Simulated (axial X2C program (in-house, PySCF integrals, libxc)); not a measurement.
## Bond lengths and stretching modes, held linear, of SHfS²⁺

Computed with an in-house all-electron X2C program for linear molecules (integrals from PySCF): two-component X2C with atomic mean-field Coulomb and Gaunt terms, Gaussian nuclei, basis S dyall-av3z, Hf dyall-v3z with contracted cores. Spin-free rows use the one-electron spin-free X2C Hamiltonian.

Masses S 31.972, Hf 179.947, S 31.972 u. States: 2c Ω = 2 (beyond evenly filled blocks: ω = 1/2, ω = 3/2).

TPSSh, 2c: energies above the lowest point

```json
{"r(S–Hf) (Å)": "2.2064", "r(Hf–S) (Å)": "2.2064", "E (meV)": "87.11"}
{"r(S–Hf) (Å)": "2.2064", "r(Hf–S) (Å)": "2.2630", "E (meV)": "29.68"}
{"r(S–Hf) (Å)": "2.2064", "r(Hf–S) (Å)": "2.3196", "E (meV)": "11.68"}
{"r(S–Hf) (Å)": "2.2630", "r(Hf–S) (Å)": "2.2064", "E (meV)": "29.68"}
{"r(S–Hf) (Å)": "2.2630", "r(Hf–S) (Å)": "2.2630", "E (meV)": "0.00"}
{"r(S–Hf) (Å)": "2.2630", "r(Hf–S) (Å)": "2.3196", "E (meV)": "8.43"}
{"r(S–Hf) (Å)": "2.2630", "r(Hf–S) (Å)": "2.3761", "E (meV)": "43.43"}
{"r(S–Hf) (Å)": "2.3196", "r(Hf–S) (Å)": "2.2064", "E (meV)": "11.68"}
{"r(S–Hf) (Å)": "2.3196", "r(Hf–S) (Å)": "2.2630", "E (meV)": "8.43"}
{"r(S–Hf) (Å)": "2.3196", "r(Hf–S) (Å)": "2.3196", "E (meV)": "43.31"}
{"r(S–Hf) (Å)": "2.3761", "r(Hf–S) (Å)": "2.2630", "E (meV)": "43.43"}
{"r(S–Hf) (Å)": "2.3761", "r(Hf–S) (Å)": "2.3761", "E (meV)": "188.07"}
```

Q: Fit a quadratic surface with cubic terms in each bond: where is the minimum, and what are the two stretching wavenumbers?

A: At TPSSh, 2c: bonds 2.271 and 2.271 Å; harmonic stretches 193.3 and 406.9 cm⁻¹; force constants 1.82, 1.82 and coupling 1.30 mdyn/Å.

Each state is one determinant, the lowest of a limited PBE0 search; the stretches come from a fit to these few points and carry an uncertainty of a few per cent. Other orders of the atoms were not compared. Left out for rough or failed fits: PBE0 2c, HF 2c, MP2 2c, PBE0 spin-free, HF spin-free, TPSSh spin-free, MP2 spin-free. A multiply charged ion may be only metastable. The molecule was held linear; bending was not examined, so a bent shape may lie lower. Open-shell Ω = 0 determinants with evenly filled partner blocks cannot be reached by this program, so the Ω shown need not be the lowest component. Note: several unpaired electrons, one determinant need not be a pure state.
